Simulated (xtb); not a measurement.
xtb input (GFN2-xTB):

```bash
xtb mol.xyz --gfn 2 --sp --chrg -1 --uhf 0
```
mol.xyz:
```
12

C     -1.94985598    -0.12542302     0.30106425
N     -0.75538567     0.59690813    -0.03974377
C     -0.56333501     1.70354555     0.85705084
Ge     0.80361053    -0.58274749    -0.36928065
H     -2.84760054     0.51560434     0.22516144
H     -1.95038310    -0.53277701     1.33774520
H     -2.08435449    -0.97332882    -0.37640278
H     -0.42617983     1.39392079     1.91613003
H     -1.42910341     2.39478313     0.83855713
H      0.32643441     2.26680780     0.57211986
H      1.23653394    -0.72562074     1.21300597
H      1.82596172     0.66143804    -0.57982021
```

End of the output:

```
         :::::::::::::::::::::::::::::::::::::::::::::::::::::
         ::                     SUMMARY                     ::
         :::::::::::::::::::::::::::::::::::::::::::::::::::::
         :: total energy             -13.394895741407 Eh    ::
         :: gradient norm              0.027305757624 Eh/a0 ::
         :: HOMO-LUMO gap              5.566064727505 eV    ::
         ::.................................................::
         :: SCC energy               -13.517101453902 Eh    ::
         :: -> isotropic ES            0.126686130445 Eh    ::
         :: -> anisotropic ES          0.002654427530 Eh    ::
         :: -> anisotropic XC          0.009667652020 Eh    ::
         :: -> dispersion             -0.010241226606 Eh    ::
         :: repulsion energy           0.122205712495 Eh    ::
         :: add. restraining           0.000000000000 Eh    ::
         :: total charge              -1.000000000000 e     ::
         :::::::::::::::::::::::::::::::::::::::::::::::::::::

           -------------------------------------------------
          |                Property Printout                |
           -------------------------------------------------

    * Orbital Energies and Occupations

         #    Occupation            Energy/Eh            Energy/eV
      -------------------------------------------------------------
         1        2.0000           -0.4410028             -12.0003
         2        2.0000           -0.4238295             -11.5330
         3        2.0000           -0.3771003             -10.2614
         4        2.0000           -0.3482513              -9.4764
         5        2.0000           -0.3313924              -9.0176
         6        2.0000           -0.3245207              -8.8307
         7        2.0000           -0.3164535              -8.6111
         8        2.0000           -0.3007886              -8.1849
         9        2.0000           -0.2744442              -7.4680
        10        2.0000           -0.2085214              -5.6742
        11        2.0000           -0.1862222              -5.0674
        12        2.0000           -0.1399863              -3.8092
        13        2.0000           -0.1311565              -3.5690 (HOMO)
        14                          0.0733926               1.9971 (LUMO)
        15                          0.0878028               2.3892
        16                          0.2359972               6.4218
        17                          0.2550701               6.9408
        18                          0.2683014               7.3009
        19                          0.2825884               7.6896
        20                          0.3083717               8.3912
        21                          0.3142047               8.5499
        22                          0.3288736               8.9491
        23                          0.3500432               9.5252
        24                          0.3794765              10.3261
       ...                                ...                  ...
        29                          1.0797207              29.3807
      -------------------------------------------------------------
                  HL-Gap            0.2045491 Eh            5.5661 eV
             Fermi-level           -0.0288820 Eh           -0.7859 eV

     #   Z          covCN         q      C6AA      α(0)
     1   6 C        3.735     0.041    19.974     6.378
     2   7 N        2.626    -0.359    29.245     8.032
     3   6 C        3.720     0.046    19.919     6.374
     4  32 Ge       2.605     0.085   220.796    29.040
     5   1 H        0.922    -0.047     4.017     3.134
     6   1 H        0.921    -0.050     4.089     3.162
     7   1 H        0.924    -0.019     3.414     2.889
     8   1 H        0.921    -0.046     3.994     3.125
     9   1 H        0.922    -0.056     4.252     3.225
    10   1 H        0.924    -0.003     3.105     2.756
    11   1 H        0.864    -0.307    23.918     7.660
    12   1 H        0.882    -0.285    20.226     7.040

 Mol. C6AA /au·bohr⁶  :       2495.294286
 Mol. C8AA /au·bohr⁸  :      82399.592913
 Mol. α(0) /au        :         82.816721

Wiberg/Mayer (AO) data.
largest (>0.10) Wiberg bond orders for each atom

 ---------------------------------------------------------------------------
     #   Z sym  total        # sym  WBO       # sym  WBO       # sym  WBO
 ---------------------------------------------------------------------------
     1   6 C    3.996 --     2 N    1.067     7 H    0.993     6 H    0.973
                             5 H    0.971
     2   7 N    3.027 --     1 C    1.067     3 C    1.064     4 Ge   0.810
     3   6 C    3.995 --     2 N    1.064    10 H    0.992     8 H    0.973
                             9 H    0.970
     4  32 Ge   2.545 --    12 H    0.900    11 H    0.884     2 N    0.810
     5   1 H    0.998 --     1 C    0.971
     6   1 H    0.998 --     1 C    0.973
     7   1 H    1.000 --     1 C    0.993
     8   1 H    0.998 --     3 C    0.973
     9   1 H    0.997 --     3 C    0.970
    10   1 H    1.000 --     3 C    0.992
    11   1 H    0.906 --     4 Ge   0.884
    12   1 H    0.919 --     4 Ge   0.900
 ---------------------------------------------------------------------------

Topologies differ in total number of bonds
Writing topology from bond orders to xtbtopo.mol

molecular dipole:
                 x           y           z       tot (Debye)
 q only:       -0.559      -0.645      -0.717
   full:       -1.141       0.037       0.095       2.913
molecular quadrupole (traceless):
                xx          xy          yy          xz          yz          zz
 q only:       -5.051       1.152       2.737       0.051       1.366       2.314
  q+dip:       -5.005       3.289       1.938       0.938       0.211       3.067
   full:       -3.506       2.375       1.451      -0.115       0.375       2.055

           -------------------------------------------------
          | TOTAL ENERGY              -13.394895741407 Eh   |
          | GRADIENT NORM               0.027305757624 Eh/α |
          | HOMO-LUMO GAP               5.566064727505 eV   |
           -------------------------------------------------

------------------------------------------------------------------------
Note: The following floating-point exceptions are signalling: IEEE_UNDERFLOW_FLAG IEEE_DENORMAL
normal termination of xtb
------------------------------------------------------------------------
 total:
 SCF:
```

It need not be the lowest isomer of its formula. Whether it binds its extra electron was not tested at this geometry.
